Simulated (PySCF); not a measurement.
**`Clc1cccc2cc[nH]c12`, C8H6ClN**

Geometry (Å), atoms numbered from 1 in this order:
```xyz
16

Cl   -0.5766    3.2434    0.2047
C    -0.7985    1.5251    0.0909
C    -2.0548    0.9500   -0.0005
C    -2.1859   -0.4499   -0.0911
C    -1.0797   -1.2857   -0.0917
C     0.2028   -0.7175    0.0005
C     1.5397   -1.2370    0.0295
C     2.3854   -0.1616    0.1324
N     1.6538    0.9997    0.1695
C     0.3254    0.6947    0.0914
H    -2.9360    1.5930   -0.0012
H    -3.1885   -0.8771   -0.1621
H    -1.2013   -2.3685   -0.1628
H     1.8366   -2.2818   -0.0203
H     3.4720   -0.1328    0.1831
H     2.0169    1.9393    0.2428
```

Level of theory: TDDFT CAM-B3LYP/aug-cc-pVDZ excited states, vertical, gas phase in PySCF 2.14.0. Geometry: PBE0-D3(BJ)/def2-SVP.

Question: How strongly do the lowest singlets absorb one photon, and two photons of half the energy?

Answer: δ for parallel linear polarisation; σ at the peak of a Lorentzian of half width 0.1 eV, single beam; Ω is circular over linear.
```
state  E (eV)      f  photon λ (nm)  δ (au)  σ (GM)     Ω                                  main
   S1    4.88  0.085            508    22.7    0.20  0.81  HOMO→LUMO+1 0.64, HOMO−1→LUMO+1 0.21
   S2    5.02  0.082            494    11.3    0.10  0.52  HOMO−1→LUMO+1 0.45, HOMO→LUMO+1 0.27
   S3    5.35  0.001            463    43.1    0.45  1.50                        HOMO→LUMO 0.89
   S4    5.71  0.000            434    24.2    0.29  1.50                      HOMO→LUMO+2 0.80
   S5    5.86  0.021            423      76    0.96  1.50    HOMO−1→LUMO 0.58, HOMO→LUMO+3 0.25
   S6    6.01  0.001            413    35.7    0.47  1.50    HOMO→LUMO+3 0.60, HOMO−1→LUMO 0.22
```
